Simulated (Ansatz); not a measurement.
`CCC(Cl)CC(Cl)CC(Cl)CC(Cl)CC(C)Cl`. Charge 0, multiplicity 1. Geometry r2SCAN-D4/def2-SVP; atoms count from 1.

```xyz
38

C     2.117   -2.889    3.309
C     1.228   -1.664    3.480
C    -0.258   -1.931    3.294
Cl   -0.829   -3.198    4.478
C    -1.153   -0.705    3.487
C    -0.783    0.477    2.597
Cl   -1.901    1.860    2.999
C    -0.866    0.190    1.105
C    -0.353    1.311    0.216
Cl    1.428    1.558    0.547
C    -0.557    1.021   -1.262
C    -0.094    2.113   -2.212
Cl   -0.938    3.679   -1.813
C    -0.355    1.815   -3.685
C     0.216    0.502   -4.203
C     0.041    0.342   -5.700
Cl    1.993    0.389   -3.793
H     3.178   -2.615    3.399
H     1.891   -3.651    4.068
H     1.972   -3.349    2.317
H     1.516   -0.900    2.735
H     1.382   -1.206    4.474
H    -0.435   -2.394    2.309
H    -1.089   -0.386    4.540
H    -2.202   -0.989    3.303
H     0.218    0.858    2.846
H    -0.287   -0.725    0.883
H    -1.918   -0.017    0.840
H    -0.827    2.265    0.489
H    -1.633    0.827   -1.424
H    -0.003    0.099   -1.516
H     0.974    2.313   -2.049
H    -1.447    1.792   -3.857
H     0.044    2.649   -4.286
H    -0.238   -0.352   -3.677
H     0.544    1.159   -6.239
H    -1.032    0.367   -5.953
H     0.459   -0.614   -6.045
```

Single mean-field runs in def2-TZVP are fitted with def2-universal-jkfit.

(1) Estimate the Mulliken populations of the heavy atoms from the PBE0/def2-TZVP orbitals of Ansatz.

(2) And the Mayer bond orders between bonded heavy atoms (over 0.3)?

Answers

(1) 
```tsv
atom	charge (e)
C1	-0.37
C2	-0.22
C3	-0.03
Cl4	-0.18
C5	-0.17
C6	0.00
Cl7	-0.17
C8	-0.30
C9	0.01
Cl10	-0.18
C11	-0.30
C12	0.05
Cl13	-0.17
C14	-0.23
C15	-0.03
C16	-0.35
Cl17	-0.18
```
Mulliken values and Mayer orders depend strongly on the basis.

(2) C1–C2 1.01 (1.52 Å); C2–C3 0.99 (1.52 Å); C3–Cl4 0.98 (1.83 Å); C3–C5 0.98 (1.53 Å); C5–C6 0.95 (1.53 Å); C6–Cl7 0.98 (1.82 Å); C6–C8 0.99 (1.52 Å); C8–C9 1.01 (1.52 Å); C9–Cl10 0.93 (1.83 Å); C9–C11 1.02 (1.52 Å); C11–C12 1.01 (1.52 Å); C12–Cl13 0.97 (1.82 Å); C12–C14 1.00 (1.53 Å); C14–C15 1.00 (1.52 Å); C15–C16 1.01 (1.52 Å); C15–Cl17 0.99 (1.83 Å).
